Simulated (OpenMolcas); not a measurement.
Mn3+ among 4 point charges of -2 e arranged as a tetrahedron (Td).

- Program: OpenMolcas
- Method: SS-CASPT2, IPEA 0.25 Eh, imaginary shift 0.1 Eh (closed shells correlated: 3s 3p)
- Basis: ANO-RCC-VDZP [5s4p2d1f]
- Scalar Hamiltonian: DKH2, point nucleus
- Active space: 4 electrons in 5 orbitals (3d)
- State averaging: 2S+1 = 5 even, 5 roots; 2S+1 = 3 even, 45 roots; 2S+1 = 1 even, 50 roots
- Spin-orbit coupling: RASSI with atomic mean-field integrals over the reference wave functions

All point charges move together. At R = 1.99 Å the first state of the same spin is 1780 cm-1, and at R = 2.17 Å it is 1290 cm-1.

Question: A third run gives 2550 cm-1. What distance was it run at?

Answer: With a power law R^-n the two known points give n = -ln(1290 / 1780) / ln(2.17 / 1.99) = 3.72. Then R = 1.99 × (1780 / 2550)^(1/3.72) = 1.807 Å. The run was at 1.81 Å, so the estimate is off by -0.003 Å.

Roots that are degenerate in the reference are averaged as groups; the widest CASPT2 spread within a group is 610 cm-1 (the 3-fold group of multiplicity 3 near 56100 cm-1 above the lowest state of its run, R = 1.81). Shifts and gaps below about the spread of the groups concerned are not significant. An orbital triplet at a regular site is open to Jahn-Teller coupling, which can distort the site and quench the lowest spin-orbit gaps and is left out. The ground term spreads over less than 5000 cm-1, several times less than with real ligands, so orbital moments are less quenched and χT lies further from the spin-only value than at real sites. Free-ion shares, where given, are those of the reference states; single-state CASPT2 does not remix them. Point charges carry no covalency, so the field is a model and not that of real ligands. No measured value stands beside these numbers.
